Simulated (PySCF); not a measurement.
## C3H10OSi

The system: C3H10OSi, a small molecule; neutral, singlet. The structure, one conformer, was relaxed in the gas phase by PBE0-D3(BJ)/def2-SVP. No frequency run checks that it is a minimum.

SMILES: C[Si](C)(C)O

```xyz
15

C     0.811    1.568   -0.215
Si   -0.206   -0.012   -0.224
C     0.836   -1.473   -0.739
C    -0.940   -0.291    1.482
O    -1.421    0.085   -1.380
H     1.247    1.763   -1.208
H     1.638    1.499    0.510
H     0.201    2.443    0.064
H     0.230   -2.393   -0.759
H     1.253   -1.323   -1.747
H     1.672   -1.632   -0.041
H    -0.143   -0.380    2.238
H    -1.593    0.541    1.790
H    -1.536   -1.217    1.509
H    -2.060    0.794   -1.267
```
Atom numbers follow the order of the file, from 1.

Shieldings: GIAO PBE0/pcSseg-1. Shifts are against computed references at the same level: C TMS (σ 184.4 ppm), H TMS (σ 31.27 ppm), Si TMS (σ 352.0 ppm). Core levels by delta-SCF with SCAN, pcX-2 on the ionised atom and pcseg-1 elsewhere, spin-free X2C (2p3/2 is the spin-free 2p value less a third of a first-order spin-orbit splitting); from the vacuum level, for chosen atoms.

(1) Give the NMR and core-level values of the distinct atoms.

(2) By CAM-B3LYP/def2-SVPD (TDDFT singlets, Tamm-Dancoff triplets, ionisation by delta-SCF), where does absorption start, and what does vertical ionisation take?

Answers

(1) 
```
      atoms   bonded to  σ (ppm)  δ (ppm)  core level (eV)
      C1 C4  1 Si + 3 H    182.3      2.1        1s 289.97
        Si2   3 C + 1 O    330.5     21.5     2p3/2 106.50
         C3  1 Si + 3 H    184.9     -0.5        1s 289.93
         O5  1 Si + 1 H    289.3        -        1s 538.02
   H6 H7 H8         1 C    31.24     0.02                -
 H9 H10 H11         1 C    31.15     0.11                -
H12 H13 H14         1 C    31.25     0.02                -
        H15         1 O    30.83     0.44                -
```

Values are those of this one static structure, with the three H of a rotating XH3 group averaged; atoms that internal rotation interchanges would show their mean in an NMR spectrum.

(2) The lowest singlet lies at 7.21 eV (f 0.047), the strongest of the first 6 at 7.83 eV (f 0.063), the lowest triplet at 6.96 eV; vertical ionisation takes 10.25 eV.

The 3 runs behind this took 110 s in all, one thread each of Arm Neoverse V1 on a shared host, launched as `OMP_NUM_THREADS=1 python cluster_run.py task.json out`.
